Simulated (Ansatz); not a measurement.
Relaxation of C$_{3}$H$_{11}$BSi (16 atoms, charge 0, multiplicity 1), to a largest force component of 0.02 eV/Å in at most 40 steps.

All numbers below come from Ansatz 0.2.0, RKS CAM-B3LYP-D4/STO-3G.

```xyz
16
Properties=species:S:1:pos:R:3
C -2.157 -0.191 -1.725
B -0.735 -0.615 -1.379
C -0.273 -0.648 0.119
Si 1.270 0.533 0.352
C 1.770 0.463 2.114
H -2.353 -0.173 -2.837
H -2.334 0.897 -1.381
H -2.899 -0.800 -1.249
H 0.012 -0.917 -2.200
H 0.084 -1.679 0.413
H -1.075 -0.346 0.832
H 2.322 0.126 -0.508
H 0.723 1.916 0.004
H 2.062 -0.549 2.404
H 2.620 1.151 2.269
H 0.940 0.809 2.815
```

Where does it end, and by what steps?

The forces met the threshold. The force dipped under the threshold on the way, but the program's further checks kept it going. Limits of this set-up: minimal basis. After 21 steps the energy has fallen by 0.533 eV; H6 moved furthest, 0.96 Å.

| step | energy less start (eV) | largest force component (eV/Å) | accepted |
| --- | --- | --- | --- |
| 0 | 0.0000 | 3.451 | yes |
| 1 | -0.4360 | 0.479 | yes |
| 2 | -0.4693 | 0.766 | yes |
| 3 | -0.4887 | 0.113 | yes |
| 4 | -0.4921 | 0.087 | yes |
| 5 | -0.5018 | 0.189 | yes |
| 6 | -0.5063 | 0.211 | yes |
| 7 | -0.5118 | 0.155 | yes |
| 8 | -0.5204 | 0.163 | yes |
| 9 | -0.4866 | 0.847 | no |
| 10 | -0.5257 | 0.063 | yes |
| 11 | -0.5256 | 0.222 | no |
| 12 | -0.5273 | 0.048 | yes |
| 13 | -0.5284 | 0.104 | yes |
| 14 | -0.5294 | 0.189 | yes |
| 15 | -0.5306 | 0.106 | yes |
| 16 | -0.5315 | 0.034 | yes |
| 17 | -0.5319 | 0.117 | yes |
| 18 | -0.5326 | 0.043 | yes |
| 19 | -0.5327 | 0.043 | yes |
| 20 | -0.5329 | 0.008 | yes |
| 21 | -0.5330 | 0.016 | yes |

```xyz
16
Properties=species:S:1:pos:R:3
C -2.032 0.020 -1.693
B -0.805 -0.852 -1.240
C -0.255 -0.834 0.206
Si 1.071 0.505 0.303
C 1.763 0.579 2.036
H -1.805 0.587 -2.606
H -2.395 0.715 -0.929
H -2.861 -0.654 -1.956
H -0.264 -1.506 -2.051
H 0.221 -1.778 0.491
H -1.020 -0.584 0.948
H 2.129 0.214 -0.629
H 0.498 1.779 -0.043
H 2.213 -0.375 2.325
H 2.535 1.350 2.117
H 0.982 0.812 2.765
```

Whether the end is a true minimum wasn't checked by a vibrational analysis.

Time of the run: 57 s on 1 thread of Intel(R) Xeon(R) Platinum 8488C (Sapphire Rapids), on a shared host, peak memory 0.14 GiB.
